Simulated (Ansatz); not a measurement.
Species: C3H10GeO3, net charge 0, singlet state. 
Geometry from a B3LYP-D3(BJ)/def2-TZVP (Ansatz, a first-principles code) optimisation:
```xyz
17

C     -0.8010     2.2670    -0.9337
O     -0.2195     1.4554     0.0734
Ge     0.1196    -0.2695    -0.2061
O     -1.1439    -1.2848     0.4950
C     -2.5070    -0.9436     0.2851
O      1.5398    -0.7031     0.7385
C      2.7576     0.0016     0.5294
H     -0.4688     3.2947    -0.7770
H     -1.8939     2.2424    -0.8764
H     -0.5022     1.9619    -1.9435
H      0.2884    -0.4917    -1.7238
H     -2.7763    -0.9577    -0.7779
H     -3.1135    -1.6892     0.7997
H     -2.7440     0.0427     0.6951
H      3.1187    -0.1015    -0.5005
H      2.6515     1.0651     0.7606
H      3.5018    -0.4315     1.1979
```

Basis-set convergence of Hartree-Fock and MP2 correlation energies (hartree) with Ansatz. Correlated levels leave the core frozen unless marked. Spin-orbit coupling is left out. The frozen core is the preceding noble-gas configuration, with the filled d and f shells of earlier blocks. Non-relativistic.

```tsv
basis	functions	E(HF)	E(corr, MP2)
aug-cc-pVDZ	264	-2419.42519	-1.14903
aug-cc-pVTZ	565	___	___
```

Question: What belongs in the gaps?

Answer: 
- aug-cc-pVTZ, E(HF): -2419.59624
- aug-cc-pVTZ, E(corr, MP2): -1.38757
